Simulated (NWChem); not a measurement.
Molecule: SrHSBr; SMILES [SH][Sr][Br]

```xyz
4

Sr    -0.5054     0.5694     0.0000
Br     0.2415    -2.1065     0.0000
S      0.7037     3.0266     0.0000
H     -0.5059     3.6636     0.0000
```
Atoms are numbered in this order, from 1.

Results from NWChem. Geometry: optimised at PBE-D3(BJ)/def2-SVP. def2 effective core potentials on Sr; no spin-orbit coupling. Ions are spin-unrestricted doublets at the neutral geometry; other ion states weren't tried. Functional: LC-ωPBE (HJS hole) with def2-SVP; rows give the range parameter ω in 1/bohr.

| range parameter (1/bohr) | vertical ionisation energy, ΔSCF (eV) | −ε(HOMO) (eV) | ΔSCF minus −ε(HOMO) (eV) |
|---|---|---|---|
| 0.35 | 9.94 | 8.87 | 1.07 |
| 0.50 | [?] | [?] | [?] |
| 0.80 | 8.79 | 9.84 | -1.05 |

### Question
Complete the blanks.

### Answer

- 0.50, vertical ionisation energy, ΔSCF (eV): 8.80
- 0.50, −ε(HOMO) (eV): 9.41
- 0.50, ΔSCF minus −ε(HOMO) (eV): -0.61
